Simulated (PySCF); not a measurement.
A geometry optimisation on [RuO3N]-, `[N]#[Ru-](=[O])(=[O])=[O]`.

Computed with PBE0-D3(BJ)/def2-SVP geometry optimisation, gas phase, def2 core potentials past Kr (PySCF 2.14.0). Start geometry: GFN2-xTB. A driver script takes a list of jobs; this job's settings line and coordinates (Å) are shown.

Input:
```
{"job": {"xc": "PBE0", "basis": "def2-SVP", "d3": "d3bj", "grid": 1, "maxiter": 30, "kind": "geom"}, "charge": -1, "multiplicity": 1}
Ru     0.018520     0.032870     0.013130
O     -0.008720    -0.050120     1.671290
O      1.565980    -0.021720    -0.584710
O     -0.820770     1.347740    -0.555340
N     -0.755010    -1.308760    -0.544370
```

Output:
```
step   0  E = -374.76506905  max force = 0.058598
step   1  E = -374.77288426  max force = 0.019137
step   2  E = -374.77448507  max force = 0.004793
step   3  E = -374.77452580  max force = 0.001060
step   4  E = -374.77453095  max force = 0.000193
optimisation converged
```

Energies in Eh; «max force» is the largest Cartesian gradient component in Eh/bohr.

Task: Give the first gradient maximum in eV/Å.

Result: With 1 Eh/bohr = 51.422 eV/Å, 3.013 eV/Å.

Task: How much energy does the optimisation release, in eV?

Result: E(step 0) − E(last step) = 0.009462 Eh, which is 0.257 eV.

In short: final energy -374.77453 Eh after 4 steps.

Task: Where do the atoms end?

Result: 0.040 Å rms from the input after alignment:
```
atom  x, y, z in Å
Ru1   -0.0004    0.0001    0.0005
O2    -0.0111   -0.0592    1.7135
O3     1.6100   -0.0025   -0.5848
O4    -0.8353    1.3907   -0.5537
N5    -0.7632   -1.3291   -0.5755
```

The run took 14 s wall on an Arm Neoverse V2 with one thread, shared host with 96 logical CPUs at a one-minute load of 9.1, and the process peaked at 0.35 GiB of memory.
Labels such as C1 count atoms from 1, the log's own numbers from 0.
